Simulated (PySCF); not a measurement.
**Löwdin shares of the frontier orbitals**

Species: Si(NH2)2Cl2.
Structure used (PBE0-D3(BJ)/def2-SVP), in Å, numbered top down from 1:
```xyz
9
Cl2H4N2Si angstrom
Si    -0.3492   -0.0310   -0.2639
N     -0.3626   -0.0120    1.4365
H      0.0991    0.7399    1.9355
H     -1.1615   -0.3797    1.9398
N      1.2540    0.0386   -0.8248
H      1.9358   -0.6435   -0.5134
H      1.4499    0.3855   -1.7563
Cl    -1.2940    1.5504   -1.2085
Cl    -1.4388   -1.7175   -0.7706
```

Method: TDDFT PBE0/def2-SVPD, vertical, gas phase, core orbitals frozen in the response (PySCF 2.14.0, density-fitted response routines).

Kohn–Sham orbitals with the atoms that hold most of them (Löwdin shares over 4%, at most four atoms; ? is withheld):

```tsv
orbital	ε (eV)	atoms
LUMO+2	1.12	Cl9 15%, Cl8 15%, H6 13%, H3 13%
LUMO+1	0.95	Cl8 27%, Cl9 27%, Si1 21%, N5 7%
LUMO	?	?
HOMO	-8.12	N2 30%, N5 28%, Cl8 14%, Cl9 14%
HOMO-1	-8.26	?
HOMO-2	-9.00	Cl9 45%, Cl8 44%
HOMO-3	-9.38	Cl9 41%, Cl8 40%, Si1 9%
```

(1) Which atoms hold the LUMO, and with what shares?

(2) Give the leading atoms of the HOMO-1.

(3) What is the LUMO energy, and the HOMO–LUMO gap?

Results:

(1) Si1 (bonded to 2 Cl and 2 N) 32%; Cl9 (bonded to Si) 14%; Cl8 (bonded to Si) 14%; H6 (bonded to N) 7%. By element: silicon 32%, chlorine 28%, hydrogen 7% or more.

(2) N5 (bonded to Si and 2 H) 34%; N2 (bonded to Si and 2 H) 32%; Cl9 (bonded to Si) 7%; Cl8 (bonded to Si) 7%. By element: nitrogen 66%, chlorine 14%.

(3) ε(LUMO) = 0.02 eV; the gap is 8.14 eV (0.2992 hartree).

How does S1 compare with the orbital gap of 8.14 eV?

S1 is at 6.92 eV (f = 0.026), 1.22 eV below the gap, made of HOMO→LUMO (96%). Without the coupling terms of the response equations the lowest excitation would equal the gap.

One configuration dominates each of S1, S2, S3, S4 and S5. Which, and how do the shares of the two leading atoms of either orbital change from the occupied to the empty one?

- S1 (6.92 eV, f 0.026), HOMO→LUMO (96%): N2 30% → at most 8%, N5 28% → at most 8%, Si1 at most 14% → 32%, Cl9 14% → 14%
- S2 (7.04 eV, f 0.044), HOMO-1→LUMO (94%): N5 34% → at most 8%, N2 32% → at most 8%, Si1 at most 8% → 32%, Cl9 7% → 14%
- S3 (7.71 eV, f 0.030), HOMO→LUMO+1 (84%): N2 30% → at most 7%, N5 28% → 7%, Cl8 14% → 27%, Cl9 14% → 27%
- S4 (7.83 eV, f 0.0014), HOMO-1→LUMO+1 (76%): N5 34% → 7%, N2 32% → at most 7%, Cl8 7% → 27%, Cl9 7% → 27%
- S5 (7.92 eV, f 0.084), HOMO-2→LUMO (87%): Cl9 45% → 14%, Cl8 44% → 14%, Si1 at most 4% → 32%

One conformer stands for the species.

Without π bonds the low states are Rydberg-like; a valence basis with one diffuse set may place them up to an eV too high.
